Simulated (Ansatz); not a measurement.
The same path of a periodic cell of 13 atoms, Mg12H (host Mg, host structure hcp, interstitial H) was run twice with different band settings.

These are results of Ansatz 0.2.0, DFT PBE, scalar-relativistic, plane waves, PAW, not measurements. Settings: cutoff 420 eV, k mesh 4x3x4, gaussian smearing 0.1 eV, no spin polarisation.

Relaxed end points:

```xyz
13
Lattice="6.4200 0.0000 0.0000 -4.8150 8.3398 0.0000 0.0000 0.0000 5.2130" Properties=species:S:1:pos:R:3
Mg 0.007 0.002 -0.045
Mg -0.009 1.938 2.592
Mg -1.606 2.776 0.018
Mg -1.624 4.616 2.613
Mg -3.212 5.552 0.011
Mg -3.157 7.367 2.598
Mg 3.212 -0.003 0.027
Mg 3.215 1.850 2.649
Mg 1.614 2.786 0.032
Mg 1.615 4.641 2.629
Mg -0.001 5.536 0.023
Mg -0.046 7.375 2.598
H 0.010 0.020 3.124
```

```xyz
13
Lattice="6.4200 0.0000 0.0000 -4.8150 8.3398 0.0000 0.0000 0.0000 5.2130" Properties=species:S:1:pos:R:3
Mg 0.003 -0.001 0.033
Mg -0.012 1.935 2.615
Mg -1.608 2.781 -0.015
Mg -1.621 4.621 2.602
Mg -3.213 5.550 -0.009
Mg -3.158 7.371 2.616
Mg 3.209 -0.001 -0.020
Mg 3.212 1.856 2.575
Mg 1.609 2.790 -0.027
Mg 1.611 4.641 2.591
Mg -0.005 5.539 -0.019
Mg -0.050 7.383 2.614
H 0.006 0.018 2.071
```

Common settings: climbing image yes; end points relaxed.

| run | movable images | spring | optimiser | start path | force threshold | iteration limit |
| --- | --- | --- | --- | --- | --- | --- |
| 1 | 5 | 2.0 eV/Å² | fire | straight line | 0.05 eV/Å | 80 |
| 2 | 3 | 5.0 eV/Å² | quadratic models (default) | default | 0.4 eV/Å | 50 |

**Question.** What does each run give, and how far can it be trusted?

**Answer.** Run 1: converged after 7 iterations, highest image 0.052 eV above the first end. By the program's own check the climbing image is of a kind that is not told: the force calls were inconclusive, a negative curvature could not be distinguished from the path's own, the only one lies far off the path, or fixed occupations may fill a level only in part (lowest curvatures found: -0.88 and 0.81 eV/Å²).
Run 2: converged after 1 iterations, highest image 0.058 eV above the first end. The threshold of 0.4 eV/Å is loose, so the images may lie well off the minimum-energy path. The order of the stationary point at the top wasn't checked.
Limits of this set-up: coarse k mesh, odd electron count without spin, a small cell, in which the defect meets its images.
